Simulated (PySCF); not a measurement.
# Hartree-Fock beside MP2: BClFH2Si cation

These are calculations, not measurements. The program is PySCF 2.14.0, an open-source quantum chemistry code, run on an isolated molecule that a program drew, which may never have been made. The molecule is BClFH2Si cation (charge +1, singlet), drawn as the SMILES string `F[SiH2][B+]Cl`.

The geometry was optimised and harmonic frequencies were computed with HF and MP2, all in the cc-pV(D+d)Z basis, for the commonest isotopes, with a restricted reference for singlets and an unrestricted one otherwise, and a frozen core in MP2. Each result is a local minimum of its method.

Geometry at the HF minimum:
```xyz
6
BClFH2Si cation, angstrom
F    -1.4855    1.1084    2.4566
Si   -0.3025    1.4173    1.4395
B     1.0871   -0.0476    2.0243
Cl    2.1423   -1.1805    2.4889
H     0.3551    2.6919    1.7049
H    -0.6414    1.0900    0.0592
```

Lengths of the bonds as drawn, in Å (atoms numbered as above):
| bond | HF | MP2 |
|---|---|---|
| F1-Si2 | 1.590 | 1.612 |
| Si2-B3 | 2.102 | 2.090 |
| B3-Cl4 | 1.616 | 1.619 |
| Si2-H5 | 1.459 | 1.465 |
| Si2-H6 | 1.459 | 1.465 |

Rotational constants, in GHz:
```
constant     HF    MP2
       A  15.58  15.36
       B  1.586  1.581
       C  1.466   1.46
```

Harmonic frequencies in cm^-1, each column in rising order, so a row needn't be the same motion in every method:
| rank | HF | MP2 |
|---|---|---|
| 1 | 117 | 105 |
| 2 | 215 | 199 |
| 3 | 330 | ? |
| 4 | 398 | 385 |
| 5 | 626 | 594 |
| 6 | 747 | 713 |
| 7 | 911 | 866 |
| 8 | 943 | 903 |
| 9 | 1004 | 954 |
| 10 | 1272 | 1270 |
| 11 | 2429 | 2366 |
| 12 | 2455 | 2396 |

**Estimate the missing MP2 frequency from the HF column.**

A single factor s that minimises the squared misfit of MP2 against s times HF over the other rows is sum(HF x MP2) / sum(HF^2) = 0.9722, with an rms misfit of 16 cm^-1. For rank 3 it gives 0.9722 x 330 = 321 cm^-1. The calculation gives 319 cm^-1, 2 cm^-1 below the estimate. The drawn bonds are on average 0.4 % longer in MP2 than in HF.
